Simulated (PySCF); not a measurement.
# CsCa: one state, many levels of theory

State: ²Σ⁺ (doublet), unpaired electrons σ ↑. Set-up: PySCF, scalar-relativistic core potentials, basis sets Cs def2-SVPD with ECP46, Ca def2-SVPD. De refers to Cs + Ca in their ground configurations, without counterpoise correction. The functionals are run spin-unrestricted. A positive dipole means Cs(−)Ca(+). Levels whose curve was spin-contaminated or gave no clean fit are not listed.

```
       Level  Re (Å)  ωe (cm⁻¹)  De (eV)  μ (D)
    ROHF-MP2   5.052       31.8    0.091    n/a
ROHF-SCS-MP2   5.146       28.8    0.074    n/a
         PBE   4.658       54.2    0.233  -2.86
        PW91   4.631       55.5    0.249  -2.82
      r²SCAN   4.724       54.1    0.250  -4.04
        PBE0   4.696       53.0    0.201  -3.24
       ωB97X   4.636       55.5    0.131  -3.94
      B2PLYP   4.928       37.5    0.084  -1.53
```

The bond length runs from 4.631 Å (PW91) to 5.146 Å (ROHF-SCS-MP2). De spans 0.07 eV (ROHF-SCS-MP2, perturbation theory) to 0.25 eV (r²SCAN, meta-GGA).

Correlated steps freeze 5 core orbitals. The bond is weak. Basis-set superposition, not corrected here, can be much of De in a small basis, most of all at correlated wavefunction levels. Functionals without a dispersion term scatter widely for such bonds, and LDA overbinds them. Spin–orbit coupling is left out. B2PLYP dipoles, levels and charges come from its SCF part alone. The state is the lowest determinant that a PBE0 search found; another state may lie lower at other levels.
